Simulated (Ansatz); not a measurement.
A nudged elastic band was laid between two geometries of ClFH4OW + H2 (10 atoms, charge 0, multiplicity 1).

Level of theory: RKS PBE/def2-SVP (Ansatz 0.2.0).

- movable images: 5
- climbing image: yes
- spring: 5.0 eV/Å²
- optimiser: quadratic models (default)
- start path: through a guess of the saddle point
- force threshold: 0.05 eV/Å
- iteration limit: 60
- end points: relaxed

First end point:

```xyz
10
Properties=species:S:1:pos:R:3
W -0.072 0.570 0.316
O -0.539 0.164 2.050
H -0.684 -0.457 2.783
H 2.005 -0.766 0.774
H -1.456 1.454 -0.050
H -1.379 -0.349 -0.299
H -0.127 -1.135 0.079
F 0.657 0.487 -1.393
Cl 1.080 2.620 0.743
H 2.292 -0.071 0.968
```

Last end point:

```xyz
10
Properties=species:S:1:pos:R:3
W 0.204 0.360 -0.262
O 0.168 -0.228 2.049
H -0.678 0.065 2.439
H 1.608 -0.374 0.304
H -0.937 1.230 0.624
H -1.274 -0.439 0.011
H 0.199 -1.337 -0.203
F 0.179 0.678 -2.080
Cl 1.478 2.168 0.672
H 0.831 0.396 2.418
```

**Question.** Which bonds break or form, and what moves?

**Answer.** Bonds broken: H4–H10. Bonds formed: W1–H4, O2–H10. ClFH4OW + H2 becomes ClFH6OW.

**Question.** What energy profile does the band end with?

**Answer.** The forces met the threshold. The highest image is number 2 of 0 to 6, 34.5 kcal/mol above the first end and 27.6 kcal/mol above the last; the last end lies 7.0 kcal/mol above the first. A vibrational analysis at the climbing image gives one clearly imaginary mode, 170i cm⁻¹: a first-order saddle point. The orbitals stay closed-shell, which can raise the energy where a bond breaks towards radicals; this wasn't checked here.

```csv
image,path coordinate (Å),energy (kcal/mol),H4–H10 (Å),W1–H4 (Å),O2–H10 (Å)
0,0.00,0.0,0.78,2.51,3.04
1,1.53,25.9,1.13,1.94,2.64
2,3.06,34.5,3.01,1.75,3.20
3,4.42,30.6,3.06,1.71,1.84
4,5.79,11.4,2.55,1.69,1.00
5,7.15,8.2,2.31,1.69,0.98
6,8.51,7.0,2.38,1.68,0.98
```

**Question.** What is the geometry of the highest image?

**Answer.** 
```xyz
10
Properties=species:S:1:pos:R:3
W -0.091 0.081 0.023
O -0.552 0.071 1.902
H -0.038 -0.547 2.454
H 1.098 -0.951 0.789
H -1.304 1.302 0.263
H -1.654 -0.340 -0.472
H -0.445 -1.560 -0.179
F 0.807 0.559 -1.538
Cl 1.714 2.283 0.874
H 2.245 1.620 1.857
```

**Question.** What are the harmonic wavenumbers there?

**Answer.** 170i, 96, 105, 116, 145, 205, 348, 423, 483, 568, 670, 689, 746, 776, 821, 896, 967, 995, 1758, 1906, 2042, 2045, 2883, 3731 cm⁻¹.

Time of the run: 7.1 min on 2 threads of Arm Neoverse V1 (shared host), peak memory 0.16 GiB.
